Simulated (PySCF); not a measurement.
**Basis-set dependence of IO at CCSD(T)**

PySCF, UHF reference; doublet, unpaired electrons π ↑; De to I + O without counterpoise correction. Frozen cores follow the default of each basis and core potential.

```
             basis                           relativity  functions  Re (Å)  ωe (cm⁻¹)  De (eV)  frozen orbitals
cc-pVDZ-PP/cc-pVDZ  scalar-relativistic core potentials         37   1.981        572     1.51                5
        x2c-SVPall                        spin-free X2C         50   1.968        581     1.59               19
cc-pVTZ-PP/cc-pVTZ  scalar-relativistic core potentials         69   1.899        657     2.15                5
        def2-TZVPP  scalar-relativistic core potentials         81   1.882        666     2.23                5
```

Q: How does each smaller set differ from the one with most functions, def2-TZVPP?

A: cc-pVDZ-PP/cc-pVDZ: +9.9 pm, -14.1 % in ωe, -0.72 eV in De; x2c-SVPall: +8.6 pm, -12.8 % in ωe, -0.64 eV in De; cc-pVTZ-PP/cc-pVTZ: +1.7 pm, -1.4 % in ωe, -0.08 eV in De. All at CCSD(T); the set with most functions is neither the basis-set limit nor always the best. The rows treat relativity differently, so the differences are not basis effects alone.

Correlated steps freeze the inner cores (5 to 19 orbitals); shallow outer-core shells are correlated. Correlated levels converge slowly with the basis: in double zeta they bind strong bonds too weakly, by up to about 1 eV, and carry superposition errors of some tenths. Spin–orbit coupling is left out, which matters for elements this heavy, above all for dissociation energies. The CCSD T1 diagnostic is raised in IO, a sign that a single reference may not be enough there. The state is the lowest determinant that a PBE0 search found; another state may lie lower at other levels.
